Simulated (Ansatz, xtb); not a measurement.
C4H6F4S: 4 structures ranked

4 gas-phase structures of C4H6F4S, from a drawn sample of its isomers (lower ones may exist). Each was relaxed with GFN2-xTB; where two conformers were screened, the lower at r2SCAN-D4/def2-SVP is listed:

A. `C[C@H](F)SCC(F)(F)F`, a singlet
B. `FCSCCC(F)(F)F`, a singlet
C. `FCCCSC(F)(F)F`, a singlet
D. `F[C@H](CCS)C(F)(F)F`, a singlet

Problem. Estimate their order in r2SCAN-D4/def2-SVP energy at these geometries, lowest first.

Solution. Calculated order at r2SCAN-D4/def2-SVP: A (0.000), D (0.127), B (0.142), C (0.414) eV. Less than 1 kcal/mol parts D and B, so the order within that pair means little.

Energies above the lowest of each column, in eV; the last columns are at PBE0-D3(BJ)/def2-SVP geometries:

```json
{"structure": "A", "GFN2-xTB": "0.040", "HF/STO-3G": "0.000", "r2SCAN-D4/def2-SVP": "0.000", "PBE0-D3(BJ)/def2-SVP": "0.000", "CCSD(T)/def2-SVP + ΔMP2/def2-TZVPP": "0.000"}
{"structure": "D", "GFN2-xTB": "0.114", "HF/STO-3G": "0.384", "r2SCAN-D4/def2-SVP": "0.127", "PBE0-D3(BJ)/def2-SVP": "0.089", "CCSD(T)/def2-SVP + ΔMP2/def2-TZVPP": "0.126"}
{"structure": "B", "GFN2-xTB": "0.000", "HF/STO-3G": "0.059", "r2SCAN-D4/def2-SVP": "0.142", "PBE0-D3(BJ)/def2-SVP": "0.103", "CCSD(T)/def2-SVP + ΔMP2/def2-TZVPP": "0.080"}
{"structure": "C", "GFN2-xTB": "0.185", "HF/STO-3G": "0.106", "r2SCAN-D4/def2-SVP": "0.414", "PBE0-D3(BJ)/def2-SVP": "0.366", "CCSD(T)/def2-SVP + ΔMP2/def2-TZVPP": "0.386"}
```

CCSD(T)/def2-SVP + ΔMP2/def2-TZVPP puts A lowest; GFN2-xTB picks B. CCSD(T)/def2-SVP + ΔMP2/def2-TZVPP orders those it was run on as A (0.000), B (0.080), D (0.126), C (0.386) eV. Flexible structures stand in one conformer each, not always the lowest. The ΔMP2 step shifts differences by up to 0.131 eV, which makes them less sure. ΔMP2 is the change of the MP2 energy from the smaller to the larger basis.

Over these structures GFN2-xTB departs from r2SCAN-D4/def2-SVP by 0.100 eV on average once a common shift is removed. A GFN2-xTB relaxation took about 0.13 s and the r2SCAN-D4/def2-SVP energy about 2.7 s on a shared host (Ansatz 0.2.0, xtb 6.7.1).
